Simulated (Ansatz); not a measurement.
Z-matrix (Å, degrees):
```
Si
C 1 1.876
C 1 1.922 2 105.8
H 1 1.482 2 110.4 3 116.6
H 1 1.488 2 110.7 3 -121.5
Cl 2 1.785 1 109.5 3 -175.8
H 2 1.090 1 110.6 3 -56.5
H 2 1.090 1 112.1 3 64.7
O 3 1.219 1 117.4 2 43.7
N 3 1.352 1 119.9 2 -136.5
H 10 1.009 3 119.2 1 -179.2
H 10 1.004 3 121.6 1 1.3
```

Total charge 0; spin multiplicity 1.

Question: List the r2SCAN/def2-TZVPP orbital energies in eV (Ansatz). (Estimate.)

Answer: The calculation gave: Occupied: -2753.35, -1791.26, -515.20, -386.44, -275.76, -274.49, -254.70, -193.32, -193.06, -193.05, -141.74, -96.61, -96.59, -96.58, -27.52, -24.16, -22.28, -17.59, -16.17, -14.66, -13.44, -11.73, -11.64, -10.94, -10.73, -9.82, -9.55, -8.87, -7.48, -7.21, -7.16, -6.02. Lowest empty: -1.38, -0.23, 0.17, 0.81, 1.14, 1.59, 1.97, 2.45.
